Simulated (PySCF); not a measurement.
One molecule, a ladder of functionals, a line

Molecule: SMILES C[SiH2][SiH2]Cl, CH7ClSi2.

Geometry:
```json
{"atom": "C1", "x (Å)": "0.794", "y (Å)": "1.264", "z (Å)": "0.116"}
{"atom": "Si2", "x (Å)": "2.184", "y (Å)": "0.322", "z (Å)": "-0.740"}
{"atom": "Si3", "x (Å)": "4.261", "y (Å)": "1.360", "z (Å)": "-0.422"}
{"atom": "Cl4", "x (Å)": "5.685", "y (Å)": "0.249", "z (Å)": "-1.456"}
{"atom": "H5", "x (Å)": "0.700", "y (Å)": "2.282", "z (Å)": "-0.292"}
{"atom": "H6", "x (Å)": "0.976", "y (Å)": "1.341", "z (Å)": "1.198"}
{"atom": "H7", "x (Å)": "-0.166", "y (Å)": "0.746", "z (Å)": "-0.033"}
{"atom": "H8", "x (Å)": "2.291", "y (Å)": "-1.071", "z (Å)": "-0.204"}
{"atom": "H9", "x (Å)": "1.943", "y (Å)": "0.239", "z (Å)": "-2.214"}
{"atom": "H10", "x (Å)": "4.659", "y (Å)": "1.404", "z (Å)": "1.018"}
{"atom": "H11", "x (Å)": "4.288", "y (Å)": "2.756", "z (Å)": "-0.954"}
```

GIAO shieldings (ppm, equivalent atoms averaged) in PySCF on the PBE0-D3(BJ)/def2-SVP geometry, basis pcSseg-2, gas phase, non-relativistic:

```tsv
functional	exact exchange (%)	σ(Si3)	σ(Si2)	σ(Cl4)
BLYP	0	335.5	377.6	1001.9
BP86	0	347.4	391.9	1011.8
PBE	0	349.5	394.0	1012.5
B3LYP	20	350.1	391.0	1019.1
mPW1PW91	25	365.4	407.4	1031.1
BHandHLYP	50	371.7	409.4	1039.2
HF	100	411.3	442.2	1066.1
```

Question: Fit each shielding as a line in the percentage of exact exchange.

Answer: σ(Si3) = 343.1 + 0.66 x (rms 5.5 ppm); σ(Si2) = 387.1 + 0.53 x (rms 6.3 ppm); σ(Cl4) = 1009.9 + 0.58 x (rms 4.3 ppm). The functionals also differ in their semilocal parts, which the line can't hold; Hartree–Fock has no correlation at all.

Question: What does the line predict for PBE0 (25 %), and what does the run give?

Answer: σ(Si3): 359.6 predicted, 367.2 computed; σ(Si2): 400.4 predicted, 409.5 computed; σ(Cl4): 1024.4 predicted, 1032.5 computed ppm.
